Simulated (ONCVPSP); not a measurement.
## Gd: one change to an ONCV potential, before and after

```json
{
  "Element": "gadolinium (Gd)",
  "Generator": "ONCVPSP 4.0.1",
  "Type": "optimised norm-conserving Vanderbilt (ONCV)",
  "Functional": "PBEsol",
  "Relativity": "scalar-relativistic",
  "Frozen core": "[Kr] 4d10",
  "Valence charge": "18",
  "Reference configuration": "4f7 5s2 5p6 5d1 6s1.75 6p0.25",
  "Partial waves": "5s+6s: rc 1.85 bohr, ncon 4, nbas 7, qcut 5.6 1/bohr, 2 projectors; 5p+6p: rc 2.70 bohr, ncon 3, nbas 7, qcut 6.4 1/bohr, 3 projectors, debl 2.6 Ha; 5d: rc 2.40 bohr, ncon 4, nbas 8, qcut 4.6 1/bohr, 3 projectors, debl 3.3 Ha; 4f: rc 1.40 bohr, ncon 4, nbas 9, qcut 12.5 1/bohr, 2 projectors, debl 1.1 Ha",
  "Local potential": "polynomial inside 1.00 bohr (lpopt 5, dvloc0 0 Ha)",
  "Core correction": "none"
}
```

All-electron outer shells of the reference configuration (PBEsol, scalar-relativistic, ld1.x):

```
shell  level (eV)  outermost node (bohr)  outermost maximum (bohr)
   4p     -276.42                   0.29                      0.54
   4d     -147.93                   0.27                      0.56
   5s      -50.10                   0.65                      1.20
   5p      -27.61                   0.70                      1.35
   4f       -9.07                      –                      0.56
   6s       -4.34                   1.60                      3.37
   5d       -2.82                   0.79                      1.95
   6p       -1.48                   1.92                      4.55
```

Change: d: qcut 6.9.

Cutoffs: the cutoffs (Ha) at which the residual kinetic energy of the hardest occupied pseudo-wave falls to 1 and 0.1 mHa per electron; they do not see the model core or the augmentation charge, which bear on the density cutoff. Errors are all-electron minus pseudo energies relative to the spin-unpolarised reference configuration.

Question: What does the change do?

Answer: The potential gets neither clearly harder nor softer (66 Ha and 72 Ha → 66 Ha and 72 Ha); both files keep a bound ghost (s); the errors of the 4 common tests hardly move.

```csv
quantity,base,changed
"cutoff, loose",66 Ha,66 Ha
"cutoff, tight",72 Ha,72 Ha
loose cutoff by channel,"s 13 Ha, p 7.0 Ha, d 8.1 Ha, f 66 Ha","s 13 Ha, p 7.0 Ha, d 8.8 Ha, f 66 Ha"
bound ghosts,s,s
GHOST(+) flags under 300 eV,p at 117.7 eV,p at 117.7 eV
"error for 4f7 5s2 5p6 5d1 6s2 6p0, meV [ΔE -0.71 eV]",+0.1,+0.1
"error for 4f7 5s2 5p6 5d1 6s1 6p0, meV [ΔE 5.96 eV]",-1.7,-1.7
"error for 4f7 5s2 5p6 5d1 6s0 6p0, meV [ΔE 18.01 eV]",-5.1,-5.2
"error for 4f7 5s2 5p6 5d2 6s0 6p0, meV [ΔE 7.05 eV]",-9.9,-11
s: phases at 1.88 bohr within 0.05 rad from the reference energy up to (Ha; the scan ends near 5),to the end of the scan,to the end of the scan
p: phases at 2.73 bohr within 0.05 rad from the reference energy up to (Ha; the scan ends near 5),4.1,4.1
d: phases at 2.44 bohr within 0.05 rad from the reference energy up to (Ha; the scan ends near 5),to the end of the scan,to the end of the scan
f: phases at 1.42 bohr within 0.05 rad from the reference energy up to (Ha; the scan ends near 5),to the end of the scan,to the end of the scan
```

 A true bound ghost makes a file unfit for plane-wave use even where its test errors are small: the radial tests pick states by their node count and pass the ghost by.
